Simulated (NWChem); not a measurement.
Species: C₂H₅S, doublet; SMILES CC[S]

Results from NWChem. Spin-unrestricted. In the optimisation the excess spin sits in a" (Cs, its own frame). Coordinates come from a PBE0/def2-SVP, spin-unrestricted optimisation. No stability test was run on the SCF state. Level BLYP/def2-SVP: energy and gradient; each run changes one setting, and changes count from the defaults (medium grid, exact Coulomb integrals, symmetry on).

| setting | size of the energy change (μHa) | largest change of a gradient component (μHa/bohr) |
|---|---|---|
| defaults | < 10 | < 30 |
| coarse grid | 20 | 80 |
| symmetry off | < 10 | other frame |
| Coulomb fitting, Ahlrichs set | 300 | 60 |
| Coulomb fitting, Weigend set | 200 | < 30 |
